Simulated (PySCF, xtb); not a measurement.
CH7Si2, SMILES [SiH3]C[SiH2] (connectivity only; charge and spin as stated), charge +1, multiplicity 1.

Harmonic wavenumbers (cm⁻¹) from GFN2-xTB run with xtb 6.7.1 at its own minimum, in rising order: 85, 127, 160, 391, 490, 499, 545, 648, 669, 736, 740, 742, 767, 876, 956, 1047, 1366, 2316, 2320, 2345, 2347, 2362, 2944, 2945.

Problem. What does PBE0-D3(BJ)/def2-SVP run with PySCF give at its own minimum? (The exact figures need the calculation; the answer reports its results.)

Solution. 77, 124, 181, 498, 540, 552, 569, 730, 818, 837, 901, 918, 926, 933, 1002, 1010, 1355, 2268, 2289, 2300, 2303, 2344, 3073, 3166. Paired by order, the mean absolute difference is 74 cm⁻¹ and the zero-point energies are 40.6 and 42.5 kcal/mol.
